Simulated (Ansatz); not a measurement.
O4Ru, singlet, at a GFN2-xTB geometry (such geometries of metal compounds can be far from the true shape) (all electrons, no relativity); BLYP/3-21G (Ansatz, a quantum-chemistry and plane-wave program).

Ansatz was given this input:
Ansatz 0.2 input:
```yaml
crystal:
  periodic: [false, false, false]
  atoms:
    - {symbol: Ru, position_ang: [-0.00000000, 0.00000000, -0.00000000]}
    - {symbol: O, position_ang: [1.11719637, 0.66144806, -0.94159510]}
    - {symbol: O, position_ang: [0.71248096, -0.83185432, 1.17159373]}
    - {symbol: O, position_ang: [-0.91933211, -0.98382505, -0.87129751]}
    - {symbol: O, position_ang: [-0.91034522, 1.15423131, 0.64129888]}
basis:
  gaussian:
    orbitals: 3-21G.json
hamiltonian:
  xc: blyp
scf: {lower_state_search: light}
```
The basis file holds 3-21G in the JSON format of the Basis Set Exchange.

What the program printed (banner, timings and long lists left out):

```
Functional definition: BLYP
834 factors; their error is unknown
mean field evaluation 1: about -128477.1432 eV, gradient 1.2e2 eV
mean field evaluation 2: about -128317.9437 eV, gradient 3.0e2 eV
mean field evaluation 4: about -128497.1116 eV, gradient 4.5e1 eV
mean field evaluation 8: about -128500.6021 eV, gradient 1.1e-1 eV
mean field evaluation 16: about -128500.6021 eV, gradient 3.6e-5 eV
mean field -128500.60211138 eV, -4722.3100267567 hartree, gradient 3.6e-5 eV, S^2 0.000000; 0 other end points of the search recorded, 0 dependent functions left out
reference -128500.60246910 eV, -4722.3100399028 hartree; 38, 38 occupied and 37, 37 virtual orbitals, 834 factors
Total energy: -128500.60246910 eV, -4722.3100399028 hartree
```
